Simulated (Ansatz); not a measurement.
Cost and result up the ladder for SiGe6 (7 atoms). The state is a singlet with charge 0. Geometry: B3LYP-D4/def2-SVP.

```xyz
7

Si   -0.075    0.179   -1.532
Ge    0.891   -0.678    0.826
Ge    1.013    1.925    0.478
Ge   -1.592   -1.169    1.822
Ge    2.239    0.657   -1.448
Ge   -1.370    0.929    0.487
Ge   -1.105   -1.843   -0.633
```

Ansatz on 4 threads of Intel Xeon Platinum 8175M on a shared host. Times are rough, and most runs start from the orbitals of an earlier one. r2SCAN0-D4/def2-TZVP serves as the yardstick here, not as an exact answer. Differences are given only for rows in sets of like size (and for xTB, whose basis is part of the method), since another set adds its own error. Binding counts from free atoms at the same level (Si triplet, Ge triplet; other spins of the atoms weren't run), without zero-point energy or a counterpoise term.

Correlated methods freeze 59 core orbitals; core or outer-core shells of Ge are correlated, in sets that lack core-valence functions. The rows differ in basis, and correlated rows in double-zeta sets carry the largest basis error. Another isomer (singlet) lies 1.12 eV lower at PBE0-D4/def2-TZVP; other spin states weren't run for this one.

Correlated methods converge slowly with the basis, most of all in double-zeta sets.

| level | functions | wall time | binding energy per atom (eV) | difference from r2SCAN0-D4/def2-TZVP (eV) |
| --- | --- | --- | --- | --- |
| revPBE-D4/def2-TZVP | 325 | 7.5 s | 3.16 | 0.11 |
| PBE-D4/def2-TZVP (with forces) | 325 | 9.5 s | 3.31 | 0.25 |
| MP2/def2-SVP | 210 | 12 s | 2.98 | – |
| r2SCAN-D4/def2-TZVP | 325 | 15 s | 3.19 | 0.14 |
| PBE0-D4/def2-TZVP | 325 | 25 s | 3.14 | 0.09 |
| r2SCAN0-D4/def2-TZVP | 325 | 30 s | 3.05 | 0.00 |
